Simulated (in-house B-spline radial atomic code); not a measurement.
# Mg VIII (Mg7+): [He] 2s1 2p1 3s1 (an excited or competing configuration)

Level of theory: non-relativistic RPBE, spin-polarised, spherical fractional occupations, point nucleus; calculated with an all-electron radial atomic-structure program (B-spline basis).

Screening seen three ways: the hydrogenic charge with the same mean radius, Z_r = [3n² - l(l+1)]/(2<r>), the one with the same energy, Z_e = n√(-2ε), and Slater's rules. Values are occupation-weighted means over spin.

```
shell  electrons   ε (eV)  <r> (bohr)    Z_r    Z_e  Slater
   1s          2  -1539.4        0.13  11.54  10.64   11.70
   2s          1  -290.65      0.5748  10.44   9.24    9.95
   2p          1  -266.72      0.5083   9.84   8.86    9.95
   3s          1  -109.78       1.422   9.49   8.52    8.30
```

The least bound orbital is 3s up at -109.8 eV, and it is also the most diffuse (<r> = 1.422 bohr).
